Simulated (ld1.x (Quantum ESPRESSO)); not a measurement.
## Hg, TM semilocal: configuration errors across variants

```json
{"Element": "mercury (Hg)", "Generator": "ld1.x (Quantum ESPRESSO) 7.5", "Type": "norm-conserving Troullier–Martins (semilocal form)", "Functional": "PBEsol", "Relativity": "scalar-relativistic", "Frozen core": "[Kr] 4d10 4f14", "Valence charge": "20", "Reference configuration": "5s2 5p6 5d10 6s0 6p0 (charge +2)", "Partial waves": "5s (bound): rc 1.20 bohr; 5p (bound): rc 1.10 bohr; 5d (bound): rc 1.80 bohr", "Local potential": "the d channel", "Core correction": "none"}
```

All-electron excitation energies from the reference (eV): (1) 5s2 5p6 5d10 6s2 6p0 -29.744; (2) 5s2 5p6 5d10 6s1 6p0 -19.004; (3) 5s2 5p6 5d9 6s0 6p0 35.554; (4) 5s2 5p6 5d10 6s0 6p1 -11.496; (5) 5s2 5p5 5d10 6s2 6p0 43.554; (6) 5s2 5p6 5d9 6s2 6p1 -19.330; (7) 5s2 5p6 5d10 6s0 6p2 -17.033.

A semilocal file is local in each channel, so a ghost entry of none says nothing of the separable form that plane-wave codes build from it.

Tests that are not counted but printed errors over 1 eV. “wave 5s (bound): rc 1.20 bohr becomes 5s (bound): rc 1.82 bohr”: 5s2 5p6 5d10 6s1 6p0 (solver errors, printed error -4.2 eV); 5s2 5p5 5d10 6s2 6p0 (solver errors, printed error -8.4 eV).

A true bound ghost makes a file unfit for plane-wave use even where its test errors are small: the radial tests pick states by their node count and pass the ghost by. Where a test does run into it, the solver fails or the error is huge.

Errors AE − PS in meV (a dash: test not solved or not reliable):

```csv
change,(1),(2),(3),(4),(5),(6),(7),bound ghosts
base,+1664,+999,-6.7,+50,+2341,+2082,+70,none
wave 5s (bound): rc 1.20 bohr becomes 5s (bound): rc 0.78 bohr,+688,+415,-6.7,+50,+939,+887,+70,none
wave 5s (bound): rc 1.20 bohr becomes 5s (bound): rc 0.88 bohr,+333,+202,-6.7,+50,+402,+443,+70,none
wave 5s (bound): rc 1.20 bohr becomes 5s (bound): rc 0.98 bohr,+332,+200,-6.7,+50,+399,+441,+70,none
wave 5s (bound): rc 1.20 bohr becomes 5s (bound): rc 1.14 bohr,+1094,+658,-6.7,+50,+1516,+1382,+70,none
wave 5s (bound): rc 1.20 bohr becomes 5s (bound): rc 1.24 bohr,+2044,+1226,-6.7,+50,+2885,+2546,+70,none
wave 5s (bound): rc 1.20 bohr becomes 5s (bound): rc 1.34 bohr,+3690,+2203,-6.6,+50,+5193,+4537,+70,none
wave 5s (bound): rc 1.20 bohr becomes 5s (bound): rc 1.46 bohr,+6276,+3722,-6.6,+50,+8662,+7596,+70,none
wave 5s (bound): rc 1.20 bohr becomes 5s (bound): rc 1.60 bohr,+11207,+6559,-6.4,+50,+14841,+13222,+70,s
wave 5s (bound): rc 1.20 bohr becomes 5s (bound): rc 1.82 bohr,–,–,-6.3,+50,–,+18479,+70,s
```

(1) Give the same row for: wave 5s (bound): rc 1.20 bohr becomes 5s (bound): rc 1.70 bohr.

## Answers

(1) -3575, +8950, -6.3, +50, +19857, –, +70; bound ghosts: s. Not counted: 5s2 5p6 5d9 6s2 6p1 (pseudo-atom not self-consistent, printed error -3220 eV).
